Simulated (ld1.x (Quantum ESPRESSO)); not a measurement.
**An all-electron radial function and its pseudo partner (S (Z = 16))**

Columns: radius, all-electron u(r) and pseudo u(r) of the 3s shell (level -17.14 eV) of sulfur in the configuration [Ne] 3s2 3p4; PBE, non-relativistic, TM scheme, ld1.x (Quantum ESPRESSO) 7.5.

| r (bohr) | all-electron | pseudo |
| --- | --- | --- |
| 0.075 | 0.1836 | 0.0326 |
| 0.150 | -0.0762 | 0.0656 |
| 0.225 | -0.3020 | 0.0995 |
| 0.300 | -0.4006 | 0.1347 |
| 0.375 | -0.3858 | 0.1718 |
| 0.450 | -0.2940 | 0.2116 |
| 0.525 | -0.1590 | 0.2550 |
| 0.600 | -0.0059 | 0.3033 |
| 0.675 | 0.1482 | 0.3576 |
| 0.750 | 0.2927 | 0.4189 |
| 0.825 | 0.4217 | 0.4869 |
| 0.900 | 0.5325 | 0.5595 |
| 0.975 | 0.6245 | 0.6325 |
| 1.050 | 0.6984 | 0.6997 |
| 1.125 | 0.7552 | 0.7552 |
| 1.200 | 0.7960 | 0.7960 |
| 1.275 | 0.8227 | 0.8227 |
| 1.350 | 0.8371 | 0.8371 |
| 1.425 | 0.8409 | 0.8409 |
| 1.500 | 0.8357 | 0.8357 |
| 1.575 | 0.8234 | 0.8234 |
| 1.650 | 0.8051 | 0.8051 |
| 1.725 | 0.7823 | 0.7823 |
| 1.800 | 0.7559 | 0.7559 |
| 1.875 | 0.7270 | 0.7270 |
| 1.950 | 0.6963 | 0.6963 |

(1) How many radial nodes do the two functions have?

(2) At about which radius was the pseudo-wave matched?

(3) Where does each function peak?

(4) Is the pseudo-wave norm-conserving?

Answers

(1) The all-electron 3s function has n − l − 1 = 2; the pseudo-wave has 0, since the states of the same l below it are removed with the core.

(2) 1.20 bohr, where the columns begin to agree (steps of 0.07 bohr).

(3) Outermost all-electron maximum near 1.43 bohr, pseudo maximum near 1.43 bohr (to the table’s step).

(4) Yes: the TM scheme keeps the norm inside the radius equal to the all-electron one, which fixes the energy derivative of the logarithmic derivative at the level.
